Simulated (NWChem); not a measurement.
# C2H4N, doublet; SMILES [CH]=NC

```xyz
7

C      0.0880     1.3177     0.0000
N     -0.4414     0.2199     0.0000
C      0.1137    -1.1080     0.0000
H      1.1572     1.6266     0.0000
H     -0.2488    -1.6538     0.8843
H     -0.2488    -1.6538    -0.8843
H      1.2194    -1.1156     0.0000
```
Atoms are numbered in this order, from 1.

Program: NWChem. Spin-unrestricted. In the optimisation the excess spin sits in a' (Cs, its own frame). Coordinates come from a PBE0/def2-SVP, spin-unrestricted optimisation. No stability test was run on the SCF state.

For level B3LYP/def2-TZVP:

| Property | Value |
|---|---|
| highest occupied level (eV) | -5.48 |
| lowest empty minus highest occupied level, either spin (eV) | 3.48 |

How do the values read with level PBE/def2-TZVP instead?


| Property | Result |
|---|---|
| highest occupied level (eV) | -4.32 |
| lowest empty minus highest occupied level, either spin (eV) | 1.60 |
